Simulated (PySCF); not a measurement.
C₂H₆N₂OSi, SMILES N[Si@@H]1COC=N1.

Geometry optimised at PBE-D3(BJ)/def2-SVP. The structure was generated by enumeration; whether it is a known compound was not checked. One conformer was computed; it need not be the lowest.

Level of theory: PBE-D3(BJ)/def2-SVP (PySCF).

Frequencies are harmonic and unscaled.

Computed normal modes with their intensities:
```
mode  ν (cm⁻¹)  IR (km/mol)   moving atoms (share of kinetic energy)
----  --------  -----------  ---------------------------------------
1          122          1.1           N 31 %, H 24 %, O 23 %, C 15 %
2          161          5.3           H 52 %, N 25 %, C 11 %, Si 9 %
3          263          5.5   H 38 %, N 25 %, Si 18 %, C 11 %, O 9 %
4          279         19.7                           H 71 %, N 14 %
5          418        166.4                           H 69 %, N 23 %
6          452         27.2           N 37 %, H 28 %, C 20 %, O 12 %
7          474         15.4  Si 35 %, N 20 %, O 19 %, C 14 %, H 13 %
8          602         10.8                           H 78 %, C 17 %
9          644         18.4                  C 40 %, Si 28 %, H 23 %
10         699         17.5           N 54 %, C 20 %, H 15 %, Si 9 %
11         746         23.3                           H 77 %, C 10 %
12         782         21.4                   H 68 %, N 13 %, C 11 %
13         831         26.3           O 40 %, N 25 %, C 18 %, H 15 %
14         866         50.4                  N 36 %, H 34 %, Si 27 %
15         905         53.2                   C 56 %, O 28 %, H 11 %
16         916        165.7                  H 60 %, Si 22 %, N 13 %
17         944         10.0                           H 64 %, C 32 %
18        1063        188.4                   C 53 %, O 21 %, H 19 %
19        1158          5.8                                   H 89 %
20        1207         23.8                   H 57 %, C 21 %, O 20 %
21        1309          4.0                            H 85 %, N 8 %
22        1390          7.9                                   H 92 %
23        1497         44.4                           H 90 %, N 10 %
24        1640        255.3                           C 56 %, N 39 %
25        2193        122.8                                   H 97 %
26        2993         11.1                                   H 95 %
27        3050          7.2                           H 90 %, C 10 %
28        3052         35.8                            H 92 %, C 8 %
29        3487         24.7                                   H 96 %
30        3582         26.4                            H 91 %, N 9 %
```
